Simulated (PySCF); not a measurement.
Species: C₂H₇ClOSi.
Numbering: `[CH3:1][C@@H:2]([Cl:3])[SiH2:4][OH:5]` (hydrogens: H6, H7, H8 on C1; H9 on C2; H10, H11 on Si4; H12 on O5)

Method: PBE0-D3(BJ)/def2-SVP geometry optimisation, gas phase (PySCF 2.14.0); density fitting, grid level 1; the optimiser is geomeTRIC in internal coordinates, started from a GFN2-xTB structure.

Step 0: E = -24615.0118 eV
```
atom  x, y, z in Å  |  force x, y, z in eV/Å
C1      1.5513    0.3740   -0.1675   -0.425   0.181   0.062
C2      0.2870    1.1992   -0.0613    0.070  -0.390  -0.218
Cl3     0.2388    2.3657   -1.4398   -0.208   0.166  -0.182
Si4    -1.3449    0.1917   -0.1348    1.153   0.485   0.049
O5     -2.6121    1.1970   -0.1037   -1.252   0.745   0.219
H6      1.5512   -0.2096   -1.0851    0.061  -0.267  -0.375
H7      1.6005   -0.3105    0.6768    0.110  -0.344   0.382
H8      2.4400    1.0035   -0.1582    0.319   0.211   0.004
H9      0.3321    1.8309    0.8283   -0.154   0.113   0.307
H10    -1.3063   -0.6017   -1.3607    0.124  -0.488  -0.457
H11    -1.5022   -0.5841    1.0863    0.093  -0.592   0.463
H12    -2.6364    1.9797   -0.6513    0.110   0.180  -0.254
```

Step 1: E = -24615.1183 eV
```
atom  x, y, z in Å  |  force x, y, z in eV/Å
C1      1.5398    0.3723   -0.1749    0.073  -0.067  -0.045
C2      0.2808    1.1954   -0.0451   -0.071   0.150   0.037
Cl3     0.1541    2.3969   -1.4110    0.017  -0.035   0.028
Si4    -1.3480    0.2251   -0.1116    0.062  -0.143  -0.077
O5     -2.6394    1.2702   -0.1190    0.007  -0.076   0.074
H6      1.5344   -0.2270   -1.0987    0.002   0.010   0.016
H7      1.6210   -0.3195    0.6810   -0.005   0.025  -0.021
H8      2.4393    1.0076   -0.1856   -0.025  -0.012   0.004
H9      0.3136    1.8142    0.8664   -0.019  -0.017  -0.024
H10    -1.2855   -0.6508   -1.3239   -0.012   0.071  -0.022
H11    -1.4543   -0.6528    1.0898   -0.084   0.104   0.040
H12    -2.5570    2.0041   -0.7384    0.054  -0.011  -0.010
```

**Question.** Estimate the geometry and energy of step 2. (The exact step hangs on the optimiser's Hessian estimate; all steps are aligned on step 1, rigid shifts and turns removed.)

**Answer.** E = -24615.1229 eV, largest force 0.112 eV/Å
```
atom  x, y, z in Å  |  force x, y, z in eV/Å
C1      1.5410    0.3739   -0.1774    0.018  -0.012  -0.008
C2      0.2788    1.1955   -0.0435   -0.010   0.045  -0.011
Cl3     0.1518    2.3938   -1.4098   -0.002  -0.013   0.012
Si4    -1.3456    0.2177   -0.1121    0.036  -0.105  -0.018
O5     -2.6330    1.2642   -0.1164   -0.047   0.010   0.026
H6      1.5359   -0.2239   -1.1015   -0.006   0.006   0.001
H7      1.6247   -0.3177    0.6771    0.002   0.001   0.002
H8      2.4381    1.0113   -0.1882   -0.001   0.002   0.002
H9      0.3072    1.8143    0.8672   -0.001  -0.012   0.002
H10    -1.2863   -0.6485   -1.3299    0.010   0.028  -0.014
H11    -1.4768   -0.6428    1.0977   -0.019   0.039   0.021
H12    -2.5369    1.9981   -0.7341    0.021   0.011  -0.014
```

The energy changes by -0.0047 eV. The first-order estimate −F·Δx gives -0.0072 eV and the mean of the old and new forces, exact on a quadratic surface, -0.0047 eV. The step makes an angle of 57° with the force vector and moves no atom by more than 0.026 Å.

The cost below is that of the whole optimisation. On an Intel Xeon 6975P-C with one thread, no GPU, shared host with 192 logical CPUs at a one-minute load of 144, this took 17 s of wall time and 0.53 GiB of memory at its peak.
